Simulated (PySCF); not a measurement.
A structure optimised at PBE-D3(BJ)/def2-TZVP, used in a PySCF frequency run:

```
Ga
F 1 1.7658
H 1 1.5504 2 120.70
Cl 1 2.1387 3 125.92 2 180.00
```
Charge 0, spin multiplicity 1.

Question: Write its SMILES, formula and point group.

Answer: [F][GaH][Cl], ClFGaH, Cs

Question: What are its rotational constants (standard atomic weights)?

Answer: 15.179, 3.2978, 2.7092 GHz
